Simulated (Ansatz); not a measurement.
Input (CCSDT(Q)/cc-pV(D+d)Z; Ansatz, a first-principles code): A basis named .json is the Basis Set Exchange file of that set.

Ansatz 0.2 input:
```yaml
crystal:
  periodic: [false, false, false]
  atoms:
    - {symbol: Si, position_ang: [-0.02478782, -0.76495358, 0.04003250]}
    - {symbol: Cl, position_ang: [1.69473435, 0.35377364, -0.01137015]}
    - {symbol: Cl, position_ang: [-1.66830922, 0.46170753, -0.03130663]}
    - {symbol: H, position_ang: [-0.05628841, -1.51275578, 1.30528317]}
    - {symbol: H, position_ang: [-0.04590938, -1.64107391, -1.14023303]}
basis:
  gaussian:
    orbitals: cc-pV_D+d_Z.json
magnetization: {spin_polarized: false}
correlation: {method: ccsdt_q, electrons: outside_noble_gas}
```

Output:

```
Functional definition: HF
integrals: 0.11 GiB planned
1484 factors; integrals over basis functions are off by at most 2.5e-7 eV
mean field: 0.39 GiB planned
mean field evaluation 1: about -32903.3367 eV, gradient 1.7e1 eV
mean field evaluation 2: about -32903.3553 eV, gradient 1.7e1 eV
mean field evaluation 4: about -32904.3457 eV, gradient 1.5e0 eV
mean field evaluation 8: about -32904.3579 eV, gradient 2.9e-4 eV
mean field evaluation 16: about -32904.3572 eV, gradient 3.6e-1 eV
mean field -32904.35793048 eV, -1209.2128505703 hartree, gradient 9.4e-6 eV, S^2 0.000000; 0 other end points of the search recorded, 0 dependent functions left out
15 core orbitals not correlated
reference -32904.35793048 eV, -1209.2128505703 hartree; 10, 10 occupied and 54, 54 virtual orbitals, 1484 factors
second order -10.11418878 eV of doubles, -0.00000000 eV of singles
coupled cluster: 1.64 GiB planned
cycle   1  -10.94816357 eV  change   -8.3e-1 eV  update   7.9e-2
cycle   2  -11.40016364 eV  change   -4.5e-1 eV  update   3.1e-2
cycle   3  -11.53844247 eV  change   -1.4e-1 eV  update   1.6e-2
cycle   4  -11.52141299 eV  change    1.7e-2 eV  update   3.9e-3
cycle   5  -11.52232905 eV  change   -9.2e-4 eV  update   1.6e-3
cycle   6  -11.52282503 eV  change   -5.0e-4 eV  update   5.1e-4
cycle   7  -11.52265736 eV  change    1.7e-4 eV  update   2.2e-4
cycle   8  -11.52263760 eV  change    2.0e-5 eV  update   6.6e-5
cycle   9  -11.52265977 eV  change   -2.2e-5 eV  update   2.8e-5
cycle  10  -11.52265515 eV  change    4.6e-6 eV  update   8.9e-6
cycle  11  -11.52265133 eV  change    3.8e-6 eV  update   3.2e-6
cycle  12  -11.52265165 eV  change   -3.3e-7 eV  update   1.3e-6
perturbative correction -0.02128866 eV, -0.0007823437 hartree
Total energy: -32915.90187079 eV, -1209.6370825519 hartree
```
